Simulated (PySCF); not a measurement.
## What settings do to a single point of [Gd(PH3)]3+

The sound run of [Gd(PH3)]3+ (singlet in the valence; each metal's 4f electrons, 7 of them, lie in its core potential, out of spins and levels) uses PySCF 2.14.0, RKS PBE0, Gd lcecp-1-SVP with ECP53, P def2-SVP, H def2-SVP; non-relativistic Hamiltonian with scalar-relativistic core potentials where named; density fitting; no spin-orbit coupling, grid (50, 194), threshold 1e-8 Eh and 55 cycles, at the relaxed geometry:

```xyz
5

Gd    0.0000    0.0000   -0.4072
P     0.0000    0.0000    2.5203
H     1.3285    0.0000    3.0428
H    -0.6643    1.1505    3.0428
H    -0.6643   -1.1505    3.0428
```

There Gd1 has a Mulliken charge of 2.31 e and the dipole about the centre of mass is 2.83 D. Each run below changes one thing and starts from free metal ions and neutral atoms unless it says otherwise; with 55 cycles, smearing, a level shift and second-order steps follow where DIIS fails, and their cycles count. Energy shifts count from the sound run. On f atoms grids over 110 angular points are at least (60, 302).

| change | outcome | cycles | energy shift (eV) | largest force component (eV/Å) | charge on Gd1 (e) | dipole about the centre of mass (D) |
| --- | --- | --- | --- | --- | --- | --- |
| threshold 1e-05 | converged | 8 | 0.0000 | 0.02 | 2.31 | 2.83 |
| start from a density of up to 30 smeared cycles (not counted) | converged | 7 | 0.0000 | 0.02 | 2.31 | 2.83 |
| grid (10, 14) | converged | 10 | -2.36 | 3.83 | 2.33 | 2.64 |
| all coordinates × 1.05 | converged | 11 | 0.20 | 1.21 | 2.31 | 3.10 |

Question: How does the run with this change end: cycle limit 5?

Answer: outcome not converged, cycles 5.

Unsound on purpose, so not properties of the compound: grid (10, 14).

Forces carry noise of the integration grid, about 0.01 to 0.03 eV/Å.

An lcecp potential fixes the number of 4f electrons, so in runs with it no electron can move into or out of that shell.
